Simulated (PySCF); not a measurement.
C₅H₇F, SMILES C=C1CC[C@@H]1F. Atoms are numbered in the order given.

```xyz
13

C      1.7440     0.8157     0.5438
C      0.4755     0.6170     0.2052
C     -0.8772     1.0201     0.7717
C     -1.4456    -0.2933     0.1622
C     -0.1923    -0.3654    -0.7331
F      0.4053    -1.5890    -0.8948
H      2.0199     1.5034     1.3495
H      2.5477     0.2789     0.0303
H     -0.9426     1.1442     1.8628
H     -1.2861     1.9216     0.2869
H     -1.4179    -1.1162     0.8915
H     -2.4276    -0.2618    -0.3311
H     -0.3674     0.0659    -1.7357
```
Charge 0, spin multiplicity 1.

Coordinates come from a ωB97X-D3(BJ)/def2-SVP optimisation. The structure was generated by enumeration; whether it is a known compound was not checked.

Two levels are set side by side: PBE/pcSseg-1 (PySCF) and KT2/pcSseg-1 (PySCF). GIAO shifts against CFCl3 (¹⁹F), TMS (¹H), TMS (¹³C) at the same level; non-relativistic, no solvent, atoms listed together averaged. Differences are taken from unrounded values.

```
quantity               KT2
------------------  ------
δ(¹³C) of C1 (ppm)   107.1
δ(¹³C) of C2 (ppm)   153.1
δ(¹³C) of C3 (ppm)    28.1
δ(¹³C) of C4 (ppm)    33.2
δ(¹³C) of C5 (ppm)    94.0
δ(¹⁹F) of F6 (ppm)  -209.7
δ(¹H) of H13 (ppm)    5.65
```

Q: What does PBE give, and how far is it from KT2? (The exact figures need the calculation; the answer reports its results.)

A: 
```json
[
 {"quantity": "δ(¹³C) of C1 (ppm)", "PBE": "113.7", "PBE minus KT2": "6.5"},
 {"quantity": "δ(¹³C) of C2 (ppm)", "PBE": "161.0", "PBE minus KT2": "7.9"},
 {"quantity": "δ(¹³C) of C3 (ppm)", "PBE": "28.2", "PBE minus KT2": "0.1"},
 {"quantity": "δ(¹³C) of C4 (ppm)", "PBE": "32.8", "PBE minus KT2": "-0.4"},
 {"quantity": "δ(¹³C) of C5 (ppm)", "PBE": "96.0", "PBE minus KT2": "2.0"},
 {"quantity": "δ(¹⁹F) of F6 (ppm)", "PBE": "-207.2", "PBE minus KT2": "2.5"},
 {"quantity": "δ(¹H) of H13 (ppm)", "PBE": "5.64", "PBE minus KT2": "-0.01"}
]
```

Rough cost on one machine, each run with all the roots and properties that it gave: KT2 against PBE within a factor of 2.
